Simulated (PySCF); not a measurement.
H6N3Si2 (doublet state).
SMILES with atom numbers: `[NH2:1][SiH:2]1[NH:3][SiH:4][NH:5]1` (hydrogens: H6, H7 on N1; H8 on Si2; H9 on N3; H10 on Si4; H11 on N5)

Cartesian coordinates in Å at the GFN2-xTB level; atoms count from 1:
```xyz
11
H6N3Si2 angstrom
N      1.840    0.269   -0.460
Si     0.466    0.181    0.569
N     -0.645   -1.162    0.442
Si    -2.034   -0.211   -0.042
N     -0.865    1.089   -0.088
H      1.691    0.134   -1.447
H      2.681   -0.200   -0.171
H      0.916    0.488    1.919
H     -0.586   -2.089    0.823
H     -2.483   -0.576   -1.392
H     -0.975    2.081   -0.179
```

The hyperfine couplings belong to this conformer and change with its torsions.

Method used: PySCF, UKS B3LYP, pcH-1 on H N Si, non-relativistic, mean-field spin-orbit, GIAO. Isolated species at its GFN2-xTB geometry (one conformer only). Couplings are sensitive to structure, and on GFN2-xTB geometries they can be far from those on DFT ones, by a factor of two or more for some ions and for spin on atoms past the first row. Stability of the SCF solution: not tested.

**Question.** Give the principal g shifts and their parts.

**Answer.** 
| Δg (ppm) | 1 | 2 | 3 |
| --- | --- | --- | --- |
| relativistic mass correction | -149 | -149 | -149 |
| gauge correction | 86 | 11 | 89 |
| orbital Zeeman/spin–orbit | -935 | -63 | 1060 |
| total | -998 | -202 | 1000 |

So g = 2.00132, 2.00212, 2.00332 and g_iso = 2.00225; the tensor is rhombic: the two nearest values differ by 40 % of g3 − g1. 

**Question.** Average each term over the three axes. Which is largest in size?

**Answer.** The mass correction -149, the gauge correction 62 and the orbital-Zeeman/spin–orbit term 21 ppm, for a total of -67 ppm. The mass correction is the largest in size. The mass correction is the same along every axis, so the anisotropy comes from the other two: their spans along these axes are 78 (gauge) and 1995 ppm (orbital Zeeman/spin–orbit).

**Question.** At 9.736 GHz, how far is the centre of the isotropic spectrum from where a free electron (g = 2.002319) resonates?

**Answer.** B = hν/(g μB) with μB/h = 13.99624 MHz/mT gives 347.40 mT for the free electron and 347.42 mT at g_iso, 0.01 mT higher.

**Question.** In a frozen sample, at which fields do the three g values resonate at 9.5, 34, 94 and 263 GHz (hyperfine left aside), and which band first spreads them over more than twice a line width of 1.0 mT?

**Answer.** 
```json
{"band": "X", "GHz": "9.5", "B(g3) mT": "338.81", "B(g2) mT": "339.02", "B(g1) mT": "339.15", "spread mT": "0.34"}
{"band": "Q", "GHz": "34.0", "B(g3) mT": "1212.60", "B(g2) mT": "1213.33", "B(g1) mT": "1213.81", "spread mT": "1.21"}
{"band": "W", "GHz": "94.0", "B(g3) mT": "3352.48", "B(g2) mT": "3354.49", "B(g1) mT": "3355.83", "spread mT": "3.35"}
{"band": "J", "GHz": "263.0", "B(g3) mT": "9379.81", "B(g2) mT": "9385.44", "B(g1) mT": "9389.17", "spread mT": "9.36"}
```

The spread grows in proportion to the frequency. W band is the first where it exceeds 2.0 mT.

The Mulliken spin populations are largest on Si4 (+0.71), H10 (+0.13), N3 (+0.07) and N5 (+0.07). Si4 is the only atom above +0.15. The angles at Si4 add up to 305.7°, so it is pyramidal.

The HOMO–LUMO gaps are 5.28 eV among the α and 4.04 eV among the β orbitals.

On Arm Neoverse V2, one thread, shared host with 32 logical CPUs at a one-minute load of 14, this took 29 s of wall time (grids of density and orbitals included) and 0.69 GiB of memory at its peak.
